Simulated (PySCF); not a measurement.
H2MoO2, SMILES [OH][Mo][OH] (connectivity only; charge and spin as stated), neutral, multiplicity 3.

Geometry optimised at B3LYP-D3(BJ)/def2-TZVP. The spin state was assumed, not searched. The def2 effective core potentials stand for the cores of Mo; spin–orbit coupling is left out. One conformer was computed; it need not be the lowest.

These are B3LYP-D3(BJ)/def2-TZVP in PySCF values and carry that method's errors.

Frequencies are harmonic and unscaled.

Computed harmonic wavenumbers and intensities:
```json
[
 {"mode": "1", "ν (cm⁻¹)": "81", "IR (km/mol)": "24.0", "moving atoms (share of kinetic energy)": "O 46 %, H 32 %, Mo 21 %"},
 {"mode": "2", "ν (cm⁻¹)": "482", "IR (km/mol)": "0.0", "moving atoms (share of kinetic energy)": "H 88 %, O 12 %"},
 {"mode": "3", "ν (cm⁻¹)": "511", "IR (km/mol)": "73.0", "moving atoms (share of kinetic energy)": "H 85 %, O 14 %"},
 {"mode": "4", "ν (cm⁻¹)": "540", "IR (km/mol)": "116.0", "moving atoms (share of kinetic energy)": "H 66 %, O 30 %"},
 {"mode": "5", "ν (cm⁻¹)": "555", "IR (km/mol)": "78.1", "moving atoms (share of kinetic energy)": "H 63 %, O 34 %"},
 {"mode": "6", "ν (cm⁻¹)": "748", "IR (km/mol)": "10.9", "moving atoms (share of kinetic energy)": "O 89 %, H 9 %"},
 {"mode": "7", "ν (cm⁻¹)": "774", "IR (km/mol)": "194.0", "moving atoms (share of kinetic energy)": "O 68 %, Mo 25 %"},
 {"mode": "8", "ν (cm⁻¹)": "3871", "IR (km/mol)": "472.7", "moving atoms (share of kinetic energy)": "H 94 %"},
 {"mode": "9", "ν (cm⁻¹)": "3876", "IR (km/mol)": "57.0", "moving atoms (share of kinetic energy)": "H 94 %"}
]
```
